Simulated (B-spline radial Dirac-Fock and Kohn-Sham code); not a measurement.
**Satellites and hypersatellites of the K lines of Br⁷⁺**

System: bromine as Br⁷⁺, configuration [Ar] 3d10.

Input file task.json (cfg lists n, l and occupation; rrms is the nuclear radius in fm):

```json
{"items": [{
  "Z": 35,
  "q": 7,
  "cfg": [[1, 0, 2], [2, 0, 2], [2, 1, 6], [3, 0, 2], [3, 1, 6], [3, 2, 10]],
  "A": 79,
  "rrms": 4.1629,
  "do": ["binding", "quiet", "double"]
}]}
```

Command: `python xray_run.py task.json out`

Model: ΔSCF Dirac-Fock with Breit, self-energy and vacuum polarisation, finite nucleus, configuration average. Program: a radial atomic solver. Each two-hole energy is an average over J within one jj subconfiguration, not an observable level; in light atoms, where LS coupling holds, the j-resolved values are not observed lines, and for a K spectator the Kα1 hypersatellite is nearly forbidden. No correlation.

Lines without a spectator: Kα2 (K-L2) 11879.1 eV, Kα1 (K-L3) 11925.8 eV, Kβ3 (K-M2) 13287.8 eV, Kβ1 (K-M3) 13294.7 eV. Shifts in eV with one spectator hole (a dash: not computed, or left out as unreliable):

| spectator hole | Kα2 | Kα1 | Kβ3 | Kβ1 |
| --- | --- | --- | --- | --- |
| L2 (2p1/2) | +38.2 | +47.0 | – | +103.4 |
| L3 (2p3/2) | +41.5 | +40.3 | +97.4 | – |
| M2 (3p1/2) | – | +4.38 | +10.32 | +12.80 |
| M3 (3p3/2) | +3.78 | – | +11.77 | +11.23 |
| M4 (3d3/2) | +0.34 | -1.07 | – | – |
| M5 (3d5/2) | -1.23 | -0.28 | – | – |

**Question.** Where does the K-L3 hypersatellite lie, emitted when both K electrons are missing?

**Answer.** +384.6 eV from the normal line, at 12310.4 eV. Removing both K electrons costs 27731.2 eV, which is 525.5 eV more than twice the K binding energy.

With n spectator holes in 2p, averaged over the 2p shell (energies in eV):

```
n     KαLⁿ   step  hypersatellite KαʰLⁿ
0  11910.2      –               12292.9
1  11952.4  +42.3               12336.5
2  11995.8  +43.4               12381.1
3  12040.4  +44.6               12427.0
4  12086.1  +45.7               12474.0
5  12133.1  +46.9               12522.2
```
